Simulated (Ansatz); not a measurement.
Reaction: C2H2ClF ((Z)-1-chloro-2-fluoroethene, SMILES F/C=C\Cl) → C2H2F (SMILES [C](=C\F)/[H], doublet) + Cl (doublet) (the C-Cl bond breaks)
Each species at its own B3LYP-D3(BJ)/def2-TZVP minimum (Ansatz, a first-principles code).

Total energies in hartree (Ansatz). Open shells are spin-unrestricted; no spin-orbit coupling. Cores are frozen in correlated methods. No relativity. The UHF reference of C2H2F ([H]/[C]=C/F, doublet) is spin-contaminated (<S^2> up to 0.18 over the pure value in the sets run).

```csv
species,HF/cc-pV(T+d)Z,CCSD(T)/cc-pV(T+d)Z,HF/cc-pV(Q+d)Z,CCSD(T)/cc-pV(Q+d)Z,CCSD(T)/cc-pV(D+d)Z,CCSDT(Q)/cc-pV(D+d)Z
"1: C2H2ClF ((Z)-1-chloro-2-fluoroethene, SMILES F/C=C\Cl)",-635.88618,-636.70291,-635.90329,-636.78091,-636.44986,-636.45225
"2: C2H2F (SMILES [H]/[C]=C/F, doublet)",-176.30333,-176.87773,-176.31690,-176.93147,-176.70070,-176.70310
3: Cl (doublet),-459.48556,-459.67356,-459.48916,-459.69449,-459.60403,-459.60445
```

**Question.** Work out the bond dissociation energy (electronic) in kcal/mol: take Hartree-Fock from cc-pV(Q+d)Z, extrapolate the CCSD(T) correlation energy as X^-3 (X = 3, 4), and add CCSDT(Q) - CCSD(T) in cc-pV(D+d)Z. 1 hartree = 627.51 kcal/mol.

**Answer.** 
Species 1: correlation (64·(-0.87762) - 27·(-0.81673))/37 = -0.92205; step -0.00239; E1 = -635.90329 + (-0.92205) + (-0.00239) = -636.82773
Species 2: correlation (64·(-0.61457) - 27·(-0.57440))/37 = -0.64388; step -0.00240; E2 = -176.31690 + (-0.64388) + (-0.00240) = -176.96318
Species 3: correlation (64·(-0.20533) - 27·(-0.18800))/37 = -0.21798; step -0.00042; E3 = -459.48916 + (-0.21798) + (-0.00042) = -459.70756
-1·E1 +1·E2 +1·E3 = 0.15699 hartree = 98.5 kcal/mol.
